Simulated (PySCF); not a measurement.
## Identify the compound

The spectra below were simulated for a compound C₆H₆O₃.

¹H NMR (600 MHz, computed): δ 7.93 (d, J = 1.5 Hz, 1H), 7.19 (dd, J = 2.3, 1.5 Hz, 1H), 6.69 (d, J = 2.3 Hz, 1H), 3.81 (s, 3H).

¹³C{¹H} NMR (computed): δ 163.0 (C), 149.3 (CH), 144.0 (CH), 123.5 (C), 114.0 (CH), 52.3 (CH3).

[PySCF: shielding tensors at PBE/pcSseg-1 (GIAO); coordinates at the PBE0-D3(BJ)/def2-SVP level; spin–spin couplings from B3LYP/pcJ-1 (without the spin–dipole term); a single conformation; gas phase; rapidly exchanging positions averaged; relativity neglected]

Chemical shifts δ = σref − σ; ¹H (σ = 31.20 ppm) and ¹³C (σ = 180.03 ppm) vs TMS, all at this level.

Q: Propose a structure and justify it.

A: 
- Rings plus π bonds: 4 (1 ring in the answer).
- 6 carbon signals for 6 carbons: no two carbons are equivalent.
- Carbon types of the structure: 2 × C, 3 × CH, 1 × CH3, which accounts for all hydrogens.
- δC 163.0: ester carbonyl carbon; it is a carbonyl in resonance with an O or N lone pair, the region of acids, esters and amides.
- δC 149.3, 144.0: aromatic CH next to the ring oxygen.
- δC 123.5: substituted aromatic carbon.
- δC 114.0: aromatic CH.
- δC 52.3: methyl carbon bonded to O; the inductive effect lowers its shielding.
- δH 7.93, 7.19: hydrogen on an aromatic CH next to the ring oxygen.
- δH 6.69: hydrogen on an aromatic CH; ring-current deshielding.

Structure: `COC(=O)c1ccoc1`.

The data come from this structure; uniqueness wasn't tested.

Multiplet labels drop couplings under 1 Hz and merge nearly equal ones. Unscaled 3J(H,H) at this level run about 9 % above measured values. Shifts are as computed, not scaled to solution data. Of 246 compounds with measured shifts, 49 miss one by over three times the rms of a fit or turn the order of signals round; such compounds aren't used in these exercises.
